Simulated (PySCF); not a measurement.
Level of theory: PBE-D3(BJ)/def2-TZVP // BP86-D3(BJ)/def2-SVP run with PySCF. Gas-phase values, no solvent. 

Reference species: [Hf(Cl)4] (neutral, multiplicity 1).

```yaml
charge on the central atom (Mulliken): 1.09 e
HOMO–LUMO gap: 5.26 eV
coordination_number: 4
mean_distance_from_the_central_atom_to_its_bonded_neighbours: 2.338 Å
```

Changed species: [Hf(Cl)(Br)3] (3 of 4 Cl replaced by Br; the reference has 0 of 4 Cl replaced by Br).

Question: Predict the effect on the charge on the central atom (Mulliken), HOMO–LUMO gap, coordination number and mean distance from the central atom to its bonded neighbours.

Answer: the charge on the central atom (Mulliken) drops by 0.04 e, to 1.05 e; the HOMO–LUMO gap decreases by 0.76 eV, to 4.50 eV; the coordination number stays essentially unchanged; the mean distance from the central atom to its bonded neighbours rises by 0.109 Å, to 2.447 Å.
